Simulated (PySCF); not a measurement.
SiBr2, SMILES Br[Si]Br (connectivity only; charge and spin as stated), neutral, multiplicity 1. The structure is a stationary point at PBE0-D3(BJ)/def2-TZVP. The isomer is the one that the SMILES or the coordinates give; other isomers of the formula were not compared.

TDDFT-LC-ωPBE/def2-SVPD (PySCF) puts the lowest singlet excitations at 3.37, 4.60, 5.39, 6.00, 6.01, 6.49 eV.

What are the lowest excitation roots from ADC(2)/aug-cc-pVDZ (PySCF)? (Estimate from the structure and the level; the computed values follow.)

3.42, 4.20, 4.86, 5.75, 5.78, 6.20 eV. S1 differs by 0.05 eV (second minus first; roots are paired by order, and the bases may differ).
